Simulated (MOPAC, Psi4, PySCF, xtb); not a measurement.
Torsional profile of SMILES N#Cc1ccc([SeH])s1 (C₅H₃NSSe). Scanned: dihedral S8–C6–Se7–H11; all other coordinates were relaxed at B3LYP-D3(BJ)/def2-SVP. Points at φ and −φ are mirror images. Heavy atoms are numbered in the order of the SMILES N#Cc1ccc([SeH])s1, hydrogens after them in the order of the atoms that carry them; the mirror image has the same energies with the sign of each dihedral reversed.

Levels of theory: GFN1-xTB // B3LYP-D3(BJ)/def2-SVP (xtb); RMP2/3-21G = PySCF with restricted MP2 (frozen core)/3-21G // B3LYP-D3(BJ)/def2-SVP; PM6, restricted, heats of formation // B3LYP-D3(BJ)/def2-SVP (MOPAC); MP2/cc-pVTZ = DF-MP2 (frozen core)/cc-pVTZ // B3LYP-D3(BJ)/def2-SVP (Psi4).

Energies relative to the lowest point of each profile, in mEh; the last columns give the difference from MP2:

```csv
φ / °,GFN1-xTB,RMP2/3-21G,PM6,MP2/cc-pVTZ,GFN1-xTB − MP2/cc-pVTZ,RMP2/3-21G − MP2/cc-pVTZ,PM6 − MP2/cc-pVTZ
-150,1.5,3.0,0.9,2.3,-0.8,0.6,-1.4
-120,4.2,1.2,1.6,0.9,3.3,0.3,0.7
-90,5.4,0.0,1.6,0.0,5.4,0.0,1.6
-60,3.7,0.7,1.0,0.4,3.3,0.3,0.6
-30,1.1,2.7,0.3,1.6,-0.5,1.1,-1.3
0,0.0,3.8,0.0,2.4,-2.4,1.4,-2.4
30,1.1,2.7,0.3,1.6,-0.5,1.1,-1.3
60,3.7,0.7,1.0,0.4,3.3,0.3,0.6
90,5.4,0.0,1.6,0.0,5.4,0.0,1.6
120,4.2,1.2,1.6,0.9,3.3,0.3,0.7
150,1.5,3.0,0.9,2.3,-0.8,0.6,-1.4
180,0.1,3.6,0.4,3.0,-2.9,0.6,-2.6
```

GFN1-xTB is furthest from MP2/cc-pVTZ at -90 (5.4 mEh, above); its mean absolute difference over the points is 2.7 mEh.

RMP2/3-21G is furthest from MP2/cc-pVTZ at 0 (1.4 mEh, above); its mean absolute difference over the points is 0.6 mEh.

PM6 is furthest from MP2/cc-pVTZ at 180 (-2.6 mEh, below); its mean absolute difference over the points is 1.4 mEh.
